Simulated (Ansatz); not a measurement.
Basis-set series for C2H7GeN (`C=C[NH][GeH3]`). Total charge 0; spin multiplicity 1. The structure was optimised at the PBE0-D4/def2-TZVP level. It is one conformer, not always the lowest.

```tsv
atom	x (Å)	y (Å)	z (Å)
C1	-0.830	-1.369	-1.479
C2	-0.675	-0.559	-0.431
N3	0.511	-0.220	0.185
Ge4	0.716	1.283	1.227
H5	0.015	-1.827	-1.982
H6	-1.821	-1.599	-1.846
H7	-1.554	-0.121	0.039
H8	1.334	-0.600	-0.258
H9	0.781	2.576	0.386
H10	2.026	1.098	2.003
H11	-0.504	1.337	2.157
```

```csv
functional,basis,functions,energy (Eh),HOMO (eV),LUMO (eV)
PBE0-D4,def2-SVP,109,-2211.37311,-5.81,0.69
PBE0-D4,def2-TZVPP,239,-2211.78552,-5.92,0.40
ωB97M-V,def2-SVP,109,-2211.59806,-7.98,2.55
ωB97M-V,def2-TZVPP,239,-2212.01759,-8.11,2.10
```

Problem. Give the rows for def2-QZVPP. (An estimate is asked.)

Solution. The calculation gave: 
```tsv
functional	basis	functions	energy (Eh)	HOMO (eV)	LUMO (eV)
PBE0-D4	def2-QZVPP	470	-2211.83855	-5.95	0.11
ωB97M-V	def2-QZVPP	470	-2212.06919	-8.13	1.49
```

Positive LUMOs are unbound and depend on the basis. Scalar relativity is left out up to krypton.

Program: Ansatz 0.2.0.
